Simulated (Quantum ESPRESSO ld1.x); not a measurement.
Question: Species: the dysprosium ion Dy61+. Configuration: 1s1.5 2s2 2p1 3p0.5 (fractional occupations, a model configuration). Calculated with ld1.x of Quantum ESPRESSO 7.5: scalar-relativistic Kohn-Sham, LDA (Slater exchange, Perdew-Wang correlation), spin-polarised, spherical densities, point nucleus; open shells are filled with parallel spins first. Some entries of the table are withheld. Estimate them.

orbital  occ.  eigenvalue (eV)  <r^2> (bohr^2)  <r> (bohr)
1s up       1         -60728.6       0.0006015     0.02099
1s down   0.5         -60571.1       0.0006024     0.02101
2s up       1         -14708.9        0.008617     0.08558
2s down     1         -14656.1        0.008644     0.08572
2p up       1         -13877.9        0.006756     0.07469
2p down     0         -13816.9        0.006788     0.07487
3s up       0         -6282.28         0.04523      0.1993
3s down     0         -6247.77         0.04540      0.1996
3p up     0.5              (1)         0.04229      0.1914
3p down     0              (2)         0.04246      0.1917
3d up       0         -5843.14         0.03128      0.1652
3d down     0         -5813.39         0.03135      0.1653
4p up       0         -3341.09          0.1446      0.3568
4p down     0         -3326.29          0.1457      0.3582
4f up       0         -3226.92         0.09245      0.2883
4f down     0         -3206.06         0.09339      0.2897

Answer: 
(1) 3p up eigenvalue (eV): -6032.71
(2) 3p down eigenvalue (eV): -5997.31
